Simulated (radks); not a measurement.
Problem. Isoelectronic series with 54 electrons, each ion in its NIST ground configuration. All-electron calculation, scalar-relativistic Kohn-Sham, PBE, spin-unpolarised, spherical densities, point nucleus. Program: a radial shooting solver on a logarithmic mesh with Libxc functionals. Total energies (hartree) and mean radii <r> (bohr) (* marks an orbital that is empty in some or all of the ions):

| ion | configuration | E (hartree) | 5p* | 5s* | 4d | 4p |
|---|---|---|---|---|---|---|
| Xe | [Xe] | -7447.30127 | 2.313 | 1.862 | 0.8768 | 0.7649 |
| Ba2+ | [Xe] | -8135.0009 | 1.894 | 1.632 | 0.8001 | 0.7155 |
| Ce4+ | [Xe] | -8857.7336 | 1.642 | 1.459 | 0.7368 | 0.6717 |
| Nd6+ | [Kr] 4d10 4f2 5s2 5p4 | -9615.4671 | 1.507 | 1.358 | 0.6953 | 0.6385 |
| Sm8+ | [Kr] 4d10 4f4 5s2 5p2 | -10410.3568 | 1.398 | 1.271 | 0.6592 | 0.6089 |
| Gd10+ | [Kr] 4d10 4f5 5s2 5p1 | -11243.1030 | 1.291 | 1.183 | 0.6227 | 0.5799 |
| Dy12+ | [Kr] 4d10 4f6 5s2 | -12114.0308 | 1.201 | 1.107 | 0.5903 | 0.5534 |
| Er14+ | [Kr] 4d10 4f7 5s1 | -13022.5280 | 1.123 | 1.040 | 0.5609 | 0.5291 |
| Yb16+ | [Kr] 4d10 4f8 | -13970.4036 | 1.054 | 0.9807 | 0.5344 | 0.5067 |
| Hf18+ | [Kr] 4d10 4f8 | -14957.9936 | 0.9874 | 0.9216 | 0.5073 | 0.4842 |
| W20+ | [Kr] 4d10 4f8 | -15985.5528 | 0.9289 | 0.8692 | 0.4827 | 0.4634 |
| Pt24+ | [Kr] 4d10 4f8 | -18163.6287 | 0.8311 | 0.7802 | 0.4401 | 0.4263 |
| Hg26+ | [Kr] 4d10 4f8 | -19315.8374 | 0.7898 | 0.7420 | 0.4214 | 0.4097 |

Estimate the row of Os22+ ([Kr] 4d10 4f8).

Solution. E (hartree) -17053.8274; 5p* 0.8772; 5s* 0.8223; 4d 0.4604; 4p 0.4441.
